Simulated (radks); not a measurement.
Cd VI, configuration [Kr] 4d7. Method: Dirac Kohn-Sham, PBE, spin-unpolarised, spherical densities, finite nucleus; open shells are shared between the two j in proportion to 2j + 1; Fermi nuclear charge, rms radius 4.6087 fm; computed with a radial shooting solver on a logarithmic mesh with Libxc functionals. Some entries of the table are withheld. Estimate them.

orbital  occ.  eigenvalue (Ry)  r(max) (bohr)
1s1/2       2        -1953.913        0.01968
2s1/2       2        -294.8000         0.1114
2p1/2       2              (1)        0.08597
2p3/2       4              (2)        0.09031
3s1/2       2        -59.46476            (3)
3p1/2       2        -51.46488         0.3104
3p3/2       4        -48.93587         0.3204
3d3/2       4        -34.78656         0.2640
3d5/2       6        -34.27226         0.2669
4s1/2       2        -13.13113         0.7916
4p1/2       2              (4)            (5)
4p3/2       4              (6)            (7)
4d3/2     2.8         -5.94411            (8)
4d5/2     4.2         -5.87865            (9)

Answer. 
(1) 2p1/2 eigenvalue (Ry): -274.8337
(2) 2p3/2 eigenvalue (Ry): -260.6884
(3) 3s1/2 r(max) (bohr): 0.3240
(4) 4p1/2 eigenvalue (Ry): -10.51839
(5) 4p1/2 r(max) (bohr): 0.8220
(6) 4p3/2 eigenvalue (Ry): -10.06601
(7) 4p3/2 r(max) (bohr): 0.8455
(8) 4d3/2 r(max) (bohr): 0.9376
(9) 4d5/2 r(max) (bohr): 0.9461
